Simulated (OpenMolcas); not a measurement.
C2H3Br (vinyl bromide): a line through the functionals

The species is C2H3Br (6 atoms), meant as a singlet with charge 0. As SMILES, `C=CBr`. The coordinates come from a PBE0-D4/def2-TZVP relaxation.

The dipole moment y, in D, basis aug-cc-pVDZ; a is the functional's share of exact exchange. Programs: OpenMolcas 26.06.

```
functional     program     a  y (D)
      TPSS  OpenMolcas     0   1.45
    r2SCAN  OpenMolcas     0   1.47
   r2SCANh  OpenMolcas   0.1   1.50
     B3LYP  OpenMolcas   0.2      ?
      PBE0  OpenMolcas  0.25   1.49
     BHLYP  OpenMolcas   0.5   1.57
```

Question: Fit y = c + s·a to the known rows and predict B3LYP.

Answer: 
1. Means of the 5 rows: a = 0.1700, y = 1.496.
2. Σ(Δa)² = 0.178, Σ(Δa·Δy) = 0.0359, so the slope is 0.0359/0.178 = 0.20169.
3. Intercept: 1.496 − (0.20169) × 0.1700 = 1.462. The largest residual of the fit is 0.022.
4. B3LYP: 1.462 + (0.20169) × 0.2 = 1.50 D.

The run gave 1.45 D, so the prediction is off by +0.05 D, more than the scatter of the fit. More exact exchange makes the molecule more polar here. The rows mix families of semi-local functionals, which the line can't see. The measured value is 1.42 D (NIST CCCBDB).
